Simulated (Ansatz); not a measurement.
Start from `N[SiH2][InH2]` and change one atom or group to get `[SiH3][InH2]`.

Ansatz, PBE0-D4/def2-TZVP geometries, multiplicity 1. Each molecule was computed in one conformer, which needn't be the lowest.

Elements past krypton have def2 core potentials.

```
                                          property  `N[SiH2][InH2]`
size of the dipole moment (ωB97M-V/def2-TZVPP) / D             1.43
                HOMO energy (PBE0/def2-TZVPP) / eV            -6.94
               HOMO energy (B3LYP/def2-TZVPP) / eV            -6.76
             HOMO–LUMO gap (B3LYP/def2-TZVPP) / eV             4.53
             HOMO energy (ωB97M-V/def2-TZVPP) / eV            -8.99
                LUMO energy (PBE0/def2-TZVPP) / eV            -1.96
```

(1) What does the change do to each property? (Estimate.)

## Answers

(1) Ansatz gave: 
| property | `[SiH3][InH2]` | shift |
| --- | --- | --- |
| size of the dipole moment (ωB97M-V/def2-TZVPP) / D | 0.12 | -1.31 |
| HOMO energy (PBE0/def2-TZVPP) / eV | -7.37 | -0.43 |
| HOMO energy (B3LYP/def2-TZVPP) / eV | -7.18 | -0.42 |
| HOMO–LUMO gap (B3LYP/def2-TZVPP) / eV | 4.77 | 0.24 |
| HOMO energy (ωB97M-V/def2-TZVPP) / eV | -9.36 | -0.37 |
| LUMO energy (PBE0/def2-TZVPP) / eV | -2.14 | -0.18 |

With PBE0 the HOMO falls by 0.43 eV and the LUMO falls by 0.18 eV, so the gap widens by about 0.25 eV. PBE moves the HOMO by -0.57 eV and ωB97M-V by -0.37 eV. Dipoles are sizes alone; their direction can turn.

B3LYP here is the variant with VWN-RPA as its local correlation; programs differ in this.
